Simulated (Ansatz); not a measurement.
The same molecule with X = O, S, Se. Ansatz, PBE0-D4/def2-TZVP geometries, multiplicity 1. Each molecule was computed in one conformer, which needn't be the lowest.

Scalar relativity is left out up to krypton.

```csv
X,molecule,mean X–B bond length / Å,mean X–H bond length / Å,LUMO energy (ωB97M-V/def2-TZVPP) / eV,size of the dipole moment (PBE/def2-TZVPP) / D,zero-point energy (PBE0-D4/def2-TZVP) / kJ/mol
S,`FB(F)S`,1.800,1.342,1.84,1.23,51.4
Se,`FB(F)[SeH]`,1.941,1.467,1.68,1.07,47.5
```

Problem. Give the row for X = O, `OB(F)F`. (Estimate.)

Solution. Ansatz gave: 
```
X  molecule  mean X–B bond length / Å  mean X–H bond length / Å  LUMO energy (ωB97M-V/def2-TZVPP) / eV  size of the dipole moment (PBE/def2-TZVPP) / D  zero-point energy (PBE0-D4/def2-TZVP) / kJ/mol
O  `OB(F)F`                     1.345                     0.960                                   1.63                                            1.93                                            65.3
```

From O to Se the mean X–B bond length rises at each step, by 0.596 Å in all; the mean X–H bond length rises at each step, by 0.507 Å in all; the LUMO energy (ωB97M-V/def2-TZVPP) isn't monotonic: highest at S, lowest at O; the zero-point energy (PBE0-D4/def2-TZVP) falls at each step, by 17.8 kJ/mol in all. Bonds lengthen as the atom grows down the group. Dipoles are sizes alone, and their direction can turn along the series.
